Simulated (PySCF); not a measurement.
K(Cl) cation (ClK), SMILES [Cl][K] (connectivity only; charge and spin as stated), charge +1, multiplicity 2.

The structure is a stationary point at B3LYP-D3(BJ)/def2-TZVPD. The spin state was assumed, not searched.

Two levels are set side by side: PBE/def2-TZVPD (PySCF) and CAM-B3LYP/def2-TZVPD (PySCF). Same geometry, gas phase. Differences are taken from unrounded values.

```csv
quantity,CAM-B3LYP
α-spin orbital gap (eV),11.00
β-spin orbital gap (eV),5.98
```

Question: What does PBE give, and how far is it from CAM-B3LYP? (An estimate is asked for; the answer gives what the named calculation found.)

Answer: 
```csv
quantity,PBE,PBE minus CAM-B3LYP
α-spin orbital gap (eV),7.01,-3.99
β-spin orbital gap (eV),0.39,-5.59
```

Rough cost on one machine, each run with all the roots and properties that it gave: CAM-B3LYP against PBE within a factor of 2.
